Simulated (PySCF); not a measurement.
PySCF input (M06-2X/def2-TZVPD):

```python
from pyscf import gto, scf, dft

mol = gto.M(
    atom='''
    H    -0.00000000   -0.00000000   -2.22228430
    C    -0.00000000   -0.00000000   -1.14137802
    C     0.00000000    0.00000000    0.08705893
    C     0.00000000    0.00000000    1.42469980
    ''',
    basis='def2-tzvpd',
    charge=2,
    spin=1,
    symmetry='C2v',
    verbose=4,
)

mf = dft.UKS(mol, xc='m062x').density_fit(auxbasis='def2-universal-jkfit')
mf.grids.level = 4
mf.conv_tol = 1e-9
mf.max_cycle = 100
mf.max_memory = 1500
mf.kernel()
if not mf.converged:
    mf = mf.newton()
    mf.kernel(mf.make_rdm1())
mf.analyze()
```

End of the output:

```
Extra cycle  E= -113.616583425396  delta_E= -1.5e-10  |g|= 1.25e-05  |ddm|= 5.33e-05
converged SCF energy = -113.616583425396  <S^2> = 1.164241  2S+1 = 2.3784373
**** SCF Summaries ****
Total Energy =                        -113.616583425396186
Nuclear Repulsion Energy =              42.356409224897341
One-electron Energy =                 -224.526481591147274
Two-electron Energy =                   68.553488940853768
Two-electron Coulomb Energy =           84.283834002085143
DFT Exchange-Correlation Energy =      -15.730345061231372
HOMO-LUMO gap [eV] =                     5.253305037752242
Wave-function symmetry = A1
alpha occupancy for each irrep:     A1   A2   B1   B2
                                     7    0    1    1
beta  occupancy for each irrep:     A1   A2   B1   B2
                                     6    0    1    1
**** MO energy ****
alpha MO #1 (A1 #1), energy= -11.3822125327764 occ= 1
alpha MO #2 (A1 #2), energy= -11.2822271024905 occ= 1
alpha MO #3 (A1 #3), energy= -11.2094874041691 occ= 1
alpha MO #4 (A1 #4), energy= -1.53754828709483 occ= 1
alpha MO #5 (A1 #5), energy= -1.41673993243031 occ= 1
alpha MO #6 (A1 #6), energy= -1.19956504272461 occ= 1
alpha MO #7 (A1 #7), energy= -1.11098755492305 occ= 1
alpha MO #8 (B1 #1), energy= -1.01438825249506 occ= 1
alpha MO #9 (B2 #1), energy= -1.01438825249506 occ= 1
alpha MO #10 (B1 #2), energy= -0.711082122261268 occ= 0
alpha MO #11 (B2 #2), energy= -0.711082122261268 occ= 0
alpha MO #12 (B1 #3), energy= -0.436777699909246 occ= 0
alpha MO #13 (B2 #3), energy= -0.436777699909246 occ= 0
alpha MO #14 (A1 #8), energy= -0.35198547724783 occ= 0
alpha MO #15 (A1 #9), energy= -0.321009821613462 occ= 0
alpha MO #16 (A1 #10), energy= -0.274934285343832 occ= 0
alpha MO #17 (A1 #11), energy= -0.237583242746851 occ= 0
alpha MO #18 (A2 #1), energy= -0.229792529315258 occ= 0
alpha MO #19 (A1 #12), energy= -0.2297924850296 occ= 0
alpha MO #20 (B1 #4), energy= -0.221728781515928 occ= 0
alpha MO #21 (B2 #4), energy= -0.221728781515933 occ= 0
alpha MO #22 (A1 #13), energy= -0.211222025902245 occ= 0
alpha MO #23 (B1 #5), energy= -0.202164811276263 occ= 0
alpha MO #24 (B2 #5), energy= -0.202164811276237 occ= 0
alpha MO #25 (A2 #2), energy= -0.123563731233322 occ= 0
alpha MO #26 (A1 #14), energy= -0.123563689191215 occ= 0
alpha MO #27 (B1 #6), energy= -0.119619650067315 occ= 0
alpha MO #28 (B2 #6), energy= -0.119619650067323 occ= 0
alpha MO #29 (A1 #15), energy= -0.113854268739284 occ= 0
alpha MO #30 (A1 #16), energy= -0.0656420458652845 occ= 0
alpha MO #31 (A1 #17), energy= -0.0456527389806716 occ= 0
alpha MO #32 (B1 #7), energy= -0.0319551187339162 occ= 0
alpha MO #33 (B2 #7), energy= -0.0319551187339533 occ= 0
alpha MO #34 (A1 #18), energy= -0.0223042333882013 occ= 0
alpha MO #35 (A2 #3), energy= 0.00299399085812879 occ= 0
alpha MO #36 (A1 #19), energy= 0.00299402771174329 occ= 0
alpha MO #37 (A1 #20), energy= 0.0243236199600446 occ= 0
alpha MO #38 (B1 #8), energy= 0.101534410763708 occ= 0
alpha MO #39 (B2 #8), energy= 0.101534410763718 occ= 0
alpha MO #40 (B1 #9), energy= 0.138770381735827 occ= 0
alpha MO #41 (B2 #9), energy= 0.138770381736152 occ= 0
alpha MO #42 (A1 #21), energy= 0.165903125884412 occ= 0
alpha MO #43 (A1 #22), energy= 0.202381467590168 occ= 0
alpha MO #44 (B1 #10), energy= 0.228030293984066 occ= 0
alpha MO #45 (B2 #10), energy= 0.228030293983571 occ= 0
alpha MO #46 (A1 #23), energy= 0.23022561311554 occ= 0
alpha MO #47 (A2 #4), energy= 0.237110881703063 occ= 0
alpha MO #48 (A1 #24), energy= 0.23711117938385 occ= 0
alpha MO #49 (A1 #25), energy= 0.288638399272621 occ= 0
alpha MO #50 (A2 #5), energy= 0.357354364545197 occ= 0
alpha MO #51 (A1 #26), energy= 0.357354650819982 occ= 0
alpha MO #52 (A1 #27), energy= 0.36847184708987 occ= 0
alpha MO #53 (B1 #11), energy= 0.433031786831358 occ= 0
alpha MO #54 (B2 #11), energy= 0.433031786831459 occ= 0
alpha MO #55 (A1 #28), energy= 0.482459197350696 occ= 0
alpha MO #56 (B1 #12), energy= 0.556311764665389 occ= 0
alpha MO #57 (B2 #12), energy= 0.556311764665378 occ= 0
alpha MO #58 (A2 #6), energy= 0.600850775997086 occ= 0
alpha MO #59 (A1 #29), energy= 0.600850993166187 occ= 0
alpha MO #60 (A1 #30), energy= 0.757041345251135 occ= 0
alpha MO #61 (B1 #13), energy= 0.915954392038695 occ= 0
alpha MO #62 (B2 #13), energy= 0.91595439203869 occ= 0
alpha MO #63 (A1 #31), energy= 0.926751964531977 occ= 0
alpha MO #64 (A1 #32), energy= 0.998270992931584 occ= 0
alpha MO #65 (B1 #14), energy= 0.998989988858643 occ= 0
alpha MO #66 (B2 #14), energy= 0.998989988858982 occ= 0
alpha MO #67 (A1 #33), energy= 1.19455889135648 occ= 0
alpha MO #68 (A1 #34), energy= 1.25953698953169 occ= 0
alpha MO #69 (B1 #15), energy= 1.26122135962803 occ= 0
alpha MO #70 (B2 #15), energy= 1.26122135962817 occ= 0
alpha MO #71 (B1 #16), energy= 1.32454001149908 occ= 0
alpha MO #72 (B2 #16), energy= 1.32454001149889 occ= 0
alpha MO #73 (A1 #35), energy= 1.34843179250961 occ= 0
alpha MO #74 (A1 #36), energy= 1.45018854285505 occ= 0
alpha MO #75 (A2 #7), energy= 1.80473197694112 occ= 0
alpha MO #76 (A1 #37), energy= 1.80473310917752 occ= 0
alpha MO #77 (B1 #17), energy= 1.83637707225194 occ= 0
alpha MO #78 (B2 #17), energy= 1.83637707225196 occ= 0
alpha MO #79 (B1 #18), energy= 1.86676109079552 occ= 0
alpha MO #80 (B2 #18), energy= 1.86676109079552 occ= 0
alpha MO #81 (A1 #38), energy= 1.96281730848269 occ= 0
alpha MO #82 (B1 #19), energy= 2.06110971874222 occ= 0
alpha MO #83 (B2 #19), energy= 2.06110971874222 occ= 0
alpha MO #84 (A1 #39), energy= 2.20771713268975 occ= 0
alpha MO #85 (B1 #20), energy= 2.21607976528062 occ= 0
alpha MO #86 (B2 #20), energy= 2.21607976528066 occ= 0
alpha MO #87 (A2 #8), energy= 2.24143522898804 occ= 0
alpha MO #88 (A1 #40), energy= 2.241440815706 occ= 0
alpha MO #89 (B1 #21), energy= 2.34230822272214 occ= 0
alpha MO #90 (B2 #21), energy= 2.34230822272212 occ= 0
alpha MO #91 (B1 #22), energy= 2.36681344651906 occ= 0
alpha MO #92 (B2 #22), energy= 2.36681344651905 occ= 0
alpha MO #93 (A2 #9), energy= 2.42752654264792 occ= 0
alpha MO #94 (A1 #41), energy= 2.42753036522927 occ= 0
alpha MO #95 (A1 #42), energy= 2.45055114515115 occ= 0
alpha MO #96 (A1 #43), energy= 2.54261919611091 occ= 0
alpha MO #97 (A2 #10), energy= 2.54530608041966 occ= 0
alpha MO #98 (A1 #44), energy= 2.54530888509612 occ= 0
alpha MO #99 (A2 #11), energy= 2.62535444497556 occ= 0
alpha MO #100 (A1 #45), energy= 2.62536318698516 occ= 0
alpha MO #101 (A1 #46), energy= 2.77226417398283 occ= 0
alpha MO #102 (B1 #23), energy= 2.80689603337715 occ= 0
[...]
```

This state (charge 2, doublet) is run at the relaxed geometry of the species with charge 1 and multiplicity 1.

The determinant is spin-contaminated: <S^2> is 1.16 against 0.75 for a pure state.
